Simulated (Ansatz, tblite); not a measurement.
Forces on `C=CCCCCCCCCC[S][Au]` at its PBE-D4/def2-SVP geometry. Total charge 0; singlet.

In the def2 sets Au takes a core potential; there is no spin–orbit coupling. The xTB rows come from tblite. The restricted singlet is unstable towards broken spin symmetry in Hartree–Fock (as tested in another run); at PBE-D4/def2-TZVP, r2SCAN-D4/def2-TZVP this wasn't settled.

GFN2-xTB (tblite), largest force 1.05 eV/Å:

```xyz
34
positions Å, forces eV/Å
C    -0.638   -0.212   -5.797   -0.088   -0.415    0.653
C    -0.619   -1.030   -4.730    0.410    0.498   -0.824
C    -1.643   -1.033   -3.627   -0.377   -0.279   -0.107
C    -1.106   -0.561   -2.260   -0.110    0.597    0.205
C    -0.012   -1.452   -1.660    0.065   -0.623   -0.268
C     0.524   -0.972   -0.304    0.568    0.337    0.112
C    -0.489   -1.034    0.847   -0.639   -0.074   -0.164
C     0.080   -0.639    2.217    0.239   -0.407    0.498
C     0.496    0.831    2.336   -0.052    0.491   -0.588
C     1.011    1.202    3.730    0.051   -0.287    0.623
C     1.409    2.671    3.847    0.224    0.359   -0.777
S     2.178    3.171    5.434   -0.092   -0.135   -0.368
Au    0.546    2.783    6.968   -0.171   -0.074    0.130
H     0.148   -0.249   -6.568   -0.618    0.040    0.561
H    -1.446    0.526   -5.942    0.636   -0.561    0.086
H     0.214   -1.751   -4.633   -0.601    0.457   -0.010
H    -2.499   -0.392   -3.923    0.482   -0.226    0.171
H    -2.048   -2.065   -3.507    0.298    0.483   -0.069
H    -0.717    0.476   -2.365   -0.126   -0.559   -0.002
H    -1.964   -0.498   -1.556    0.427   -0.134   -0.375
H    -0.401   -2.492   -1.556    0.130    0.575    0.016
H     0.839   -1.518   -2.371   -0.413    0.151    0.383
H     0.905    0.067   -0.419   -0.319   -0.512    0.044
H     1.410   -1.587   -0.027   -0.509    0.217   -0.159
H    -1.363   -0.384    0.620    0.541   -0.245    0.111
H    -0.892   -2.069    0.908    0.300    0.489    0.018
H     0.954   -1.287    2.454   -0.405    0.376   -0.210
H    -0.678   -0.859    3.001    0.294    0.158   -0.449
H    -0.371    1.479    2.075    0.405   -0.360    0.229
H     1.282    1.065    1.584   -0.349   -0.200    0.471
H     1.882    0.567    4.001   -0.381    0.342   -0.234
H     0.230    0.986    4.494    0.274    0.122   -0.377
H     2.217    2.915    3.119   -0.450   -0.244    0.374
H     0.559    3.344    3.609    0.358   -0.355    0.294
```

PBE-D4/def2-TZVP (Ansatz), largest force 0.37 eV/Å:

```
C -0.014 -0.078 0.108
C 0.171 0.088 -0.207
C -0.202 -0.085 -0.082
C -0.070 0.237 0.152
C 0.075 -0.235 -0.144
C 0.248 0.126 0.050
C -0.271 -0.049 -0.063
C 0.054 -0.168 0.219
C -0.002 0.202 -0.234
C 0.016 -0.181 0.245
C -0.006 0.206 -0.156
S -0.340 -0.112 0.075
Au 0.251 0.051 -0.242
H -0.247 0.013 0.244
H 0.249 -0.242 0.047
H -0.250 0.214 -0.037
H 0.219 -0.142 0.065
H 0.105 0.243 -0.029
H -0.083 -0.257 0.014
H 0.208 -0.031 -0.182
H 0.080 0.251 -0.012
H -0.206 0.028 0.175
H -0.109 -0.250 0.025
H -0.216 0.131 -0.066
H 0.224 -0.146 0.056
H 0.107 0.237 -0.010
H -0.200 0.159 -0.072
H 0.169 0.060 -0.194
H 0.197 -0.160 0.073
H -0.184 -0.069 0.191
H -0.215 0.159 -0.079
H 0.189 0.061 -0.197
H -0.177 -0.074 0.176
H 0.229 -0.189 0.092
```

r2SCAN-D4/def2-TZVP (Ansatz), largest force 0.60 eV/Å:

```
C -0.026 -0.167 0.235
C 0.272 0.190 -0.400
C -0.336 -0.130 -0.113
C -0.110 0.368 0.236
C 0.112 -0.366 -0.221
C 0.386 0.198 0.078
C -0.423 -0.075 -0.099
C 0.089 -0.261 0.338
C -0.010 0.309 -0.369
C 0.028 -0.284 0.385
C 0.012 0.325 -0.299
S -0.548 -0.196 0.148
Au 0.415 0.084 -0.426
H -0.416 0.008 0.425
H 0.420 -0.408 0.093
H -0.428 0.364 -0.062
H 0.400 -0.262 0.124
H 0.194 0.439 -0.049
H -0.149 -0.456 0.031
H 0.375 -0.058 -0.327
H 0.147 0.450 -0.028
H -0.372 0.055 0.319
H -0.196 -0.451 0.040
H -0.392 0.243 -0.117
H 0.404 -0.262 0.106
H 0.193 0.433 -0.022
H -0.363 0.288 -0.124
H 0.310 0.112 -0.351
H 0.357 -0.284 0.127
H -0.328 -0.118 0.351
H -0.380 0.283 -0.141
H 0.326 0.101 -0.346
H -0.351 -0.138 0.314
H 0.387 -0.334 0.145
```
